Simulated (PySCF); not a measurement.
## What settings do to a single point of [TlCl4]−

The sound run of [TlCl4]− (singlet) uses PySCF 2.14.0, RKS B3LYP, Tl def2-SVP with ECP60, Cl def2-SVP; non-relativistic Hamiltonian with scalar-relativistic core potentials where named; density fitting; no spin-orbit coupling, grid (50, 194), threshold 1e-8 Eh and 55 cycles, at the relaxed geometry:

```xyz
5

Tl    0.0000    0.0000    0.0000
Cl    2.0253    0.0000    1.4599
Cl    0.0000    2.0253   -1.4599
Cl   -2.0253    0.0000    1.4599
Cl    0.0000   -2.0253   -1.4599
```

There Tl1 has a Mulliken charge of 0.49 e and the dipole about the centre of mass is 0.00 D. Each run below changes one thing and starts from free metal ions and neutral atoms unless it says otherwise; with 55 cycles, smearing, a level shift and second-order steps follow where DIIS fails, and their cycles count. Energy shifts count from the sound run.

| change | outcome | cycles | energy shift (eV) | largest force component (eV/Å) | charge on Tl1 (e) | dipole about the centre of mass (D) |
| --- | --- | --- | --- | --- | --- | --- |
| grid (40, 110) | converged | 8 | -0.0068 | 0.09 | 0.49 | 0.00 |
| all coordinates × 0.94 | converged | 8 | 0.57 | 1.73 | 0.46 | 0.00 |
| cycle limit 5 | not converged | 5 | – | – | – | – |

(1) How does the run with this change end: start from the bare core Hamiltonian, limit 97 cycles?

Forces carry noise of the integration grid, about 0.01 to 0.03 eV/Å.

## Answers

(1) outcome converged, cycles 13, energy shift (eV) 0.0000, largest force component (eV/Å) 0.00, charge on Tl1 (e) 0.49, dipole about the centre of mass (D) 0.00.
